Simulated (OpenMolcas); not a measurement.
An atom or ion with 6 electrons was computed by MS-CASPT2, IPEA 0.25 Eh, imaginary shift 0.1 Eh with spin-orbit coupling (OpenMolcas, ANO-RCC-VQZP, DKH2). The lowest levels that the run gave, each within 12 % of the measured value where one is at hand:

| J | Parity | E (cm⁻¹) | g |
| --- | --- | --- | --- |
| 0 | even | 0.0 |  |
| 1 | even | 104 | 1.501 |
| 2 | even | 307 | 1.501 |
| 2 | even | 20230 | 1.000 |
| 0 | even | 42440 |  |
| 2 | odd | 58010 | 2.002 |
| 2 | odd | 118070 | 1.167 |
| 1 | odd | 118070 | 0.499 |
| 3 | odd | 118070 | 1.334 |
| 0 | odd | 141560 |  |
| 1 | odd | 141560 | 1.501 |
| 2 | odd | 141570 | 1.501 |

Problem. Which ion is it, and what are the configurations and terms?

Solution. O III (Z = 8, charge +2; active space 4 electrons in 4 orbitals (2s 2p)). J, parity and g give the terms where levels are pure, and mixed ones are named by the computed weights; the size of the splittings, set against known spectra of the 6-electron sequence, gives the charge. In order, with the measured energies in cm⁻¹ (Moore, Selected Tables of Atomic Spectra, NSRDS-NBS 3, section 11): 2s² 2p² ³P₀, 2s² 2p² ³P₁ (113), 2s² 2p² ³P₂, 2s² 2p² ¹D₂ (20273), 2s² 2p² ¹S₀ (43186), 2s 2p³ ⁵S°₂ (60325), 2s 2p³ ³D°₂, 2s 2p³ ³D°₁, 2s 2p³ ³D°₃, 2s 2p³ ³P°₀, 2s 2p³ ³P°₁, 2s 2p³ ³P°₂.

Term energies are means over components that CASPT2 splits; among the terms shown or strongly mixed into the levels shown the widest spread is 510 cm-1 (2s 2p³ ³D°). Computed and measured levels are paired by configuration, term and J; levels that our copy of the source lacks, or whose pairing is in doubt (as where it misses far off the trend of its configuration), stay unpaired and out of the deviations. Levels of configurations outside the active space are missing.

° marks odd parity.
